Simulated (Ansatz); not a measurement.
CH$_{8}$GeSSi (`[SiH3][CH2][GeH2][SH]`). Charge 0, multiplicity 1. The geometry is a stationary point of PBE0-D4/def2-TZVP. It is one conformer, not always the lowest.

```xyz
12

Si   -0.742   -0.859   -1.292
C    -0.898   -0.088    0.410
Ge    0.555    1.139    0.860
S     2.522    0.311    0.216
H     0.290   -1.926   -1.293
H    -2.042   -1.462   -1.697
H    -0.373    0.176   -2.295
H    -1.833    0.477    0.476
H    -0.942   -0.874    1.169
H     0.429    2.446    0.063
H     0.587    1.430    2.372
H     2.449   -0.770    1.011
```

Question: What is the dipole moment at PBE/def2-TZVPP? (An estimate is asked.)

Answer: Computed: 1.91 D, with components (-1.41, -0.23, 1.26) D in this frame, pointing from negative to positive charge.

Question: And with r2SCAN, B3LYP, ωB97M-V? (Best estimate.)

Answer: Ansatz gave: r2SCAN 2.00 D, B3LYP 1.94 D, ωB97M-V 1.96 D.

Question: Give the Mulliken charges with PBE, ωB97M-V, r2SCAN in def2-TZVPP. (Best estimate.)

Answer: The calculation gave: 
```json
{"atom": "Si1", "PBE": "0.20", "ωB97M-V": "0.18", "r2SCAN": "0.29"}
{"atom": "C2", "PBE": "-0.31", "ωB97M-V": "-0.46", "r2SCAN": "-0.32"}
{"atom": "Ge3", "PBE": "0.22", "ωB97M-V": "0.19", "r2SCAN": "0.26"}
{"atom": "S4", "PBE": "-0.30", "ωB97M-V": "-0.29", "r2SCAN": "-0.32"}
{"atom": "H5", "PBE": "-0.05", "ωB97M-V": "-0.02", "r2SCAN": "-0.07"}
{"atom": "H6", "PBE": "-0.06", "ωB97M-V": "-0.03", "r2SCAN": "-0.08"}
{"atom": "H7", "PBE": "-0.05", "ωB97M-V": "-0.02", "r2SCAN": "-0.07"}
{"atom": "H8", "PBE": "0.12", "ωB97M-V": "0.14", "r2SCAN": "0.10"}
{"atom": "H9", "PBE": "0.12", "ωB97M-V": "0.14", "r2SCAN": "0.10"}
{"atom": "H10", "PBE": "0.00", "ωB97M-V": "0.03", "r2SCAN": "0.00"}
{"atom": "H11", "PBE": "0.00", "ωB97M-V": "0.03", "r2SCAN": "-0.01"}
{"atom": "H12", "PBE": "0.12", "ωB97M-V": "0.12", "r2SCAN": "0.11"}
```

B3LYP here is the variant with VWN-RPA as its local correlation; programs differ in this.
